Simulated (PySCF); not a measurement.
**Radial density of Si⁺ (silicon, charge +1)**

UHF, [Ne] 3s2 3p1, 2P determinant. Computed with PySCF 2.14 in pcseg-2 (5s4p2d1f, 34 functions), with the non-relativistic Hamiltonian (point nucleus).

| r (bohr) | 4πr²ρ (e/bohr) | 4πr²(ρα − ρβ) |
| --- | --- | --- |
| 0.00144 | 0.04396 | 0.0000 |
| 0.00241 | 0.1213 | 0.0000 |
| 0.00406 | 0.3271 | 0.0000 |
| 0.00683 | 0.8572 | 0.0000 |
| 0.0115 | 2.127 | 0.0000 |
| 0.0193 | 4.839 | 0.0001 |
| 0.0325 | 9.482 | 0.0005 |
| 0.0547 | 14.56 | 0.0022 |
| 0.0919 | 15.27 | 0.0101 |
| 0.155 | 10.67 | 0.0358 |
| 0.260 | 11.17 | 0.0772 |
| 0.438 | 14.23 | 0.0619 |
| 0.736 | 6.828 | -0.0010 |
| 1.24 | 1.691 | 0.2047 |
| 2.08 | 1.493 | 0.4616 |
| 3.50 | 0.3667 | 0.1774 |
| 5.89 | 0.01122 | 0.0071 |
| 9.91 | 2.055e-05 | 0.0000 |
